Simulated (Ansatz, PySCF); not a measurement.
disiloxane (H6OSi2), SMILES [SiH3]O[SiH3]. Atoms are numbered in the order given.

```xyz
9

Si     1.5880     0.0000     0.0037
O      0.0000     0.0000    -0.4655
Si    -1.5880     0.0000     0.0037
H      2.4403     0.0000    -1.2178
H      1.8877    -1.2152     0.8206
H      1.8877     1.2152     0.8206
H     -1.8877     1.2152     0.8206
H     -2.4403     0.0000    -1.2178
H     -1.8877    -1.2152     0.8206
```
Charge 0, spin multiplicity 1.

Geometry: PBE0-D3(BJ)/def2-SVP.

Two levels are set side by side: PBE-D3(BJ)/def2-SVP (Ansatz, an electronic-structure program) and PBE0-D3(BJ)/def2-SVP (PySCF). Each level has its own optimised geometry; the coordinates shown are those of the second. Frequencies come from the Hessian of PySCF at each geometry. Differences are taken from unrounded values.

| quantity | PBE0-D3(BJ) | PBE-D3(BJ) | PBE-D3(BJ) minus PBE0-D3(BJ) |
|---|---|---|---|
| mean bond length (Å) | 1.534 | 1.546 | 0.013 |
| bond Si1–O2 (Å) | 1.656 | 1.674 | 0.018 |
| bond O2–Si3 (Å) | 1.656 | 1.674 | 0.018 |
| bond Si1–H4 (Å) | 1.489 | 1.500 | 0.010 |
| bond Si1–H5 (Å) | 1.495 | 1.506 | 0.011 |
| bond Si1–H6 (Å) | 1.495 | 1.506 | 0.011 |
| bond Si3–H7 (Å) | 1.495 | 1.506 | 0.011 |
| bond Si3–H8 (Å) | 1.489 | 1.500 | 0.010 |
| bond Si3–H9 (Å) | 1.495 | 1.506 | 0.011 |
| highest harmonic wavenumber (cm⁻¹) | 2262 | 2193 | -69 |
| mean harmonic wavenumber (cm⁻¹) | 1146 | 1108 | -38 |
| zero-point energy (kcal/mol) | 34.40 | 33.25 | -1.15 |

Exact exchange shortens and stiffens bonds; PBE has none. Differences between two approximate levels are no errors against the true value.
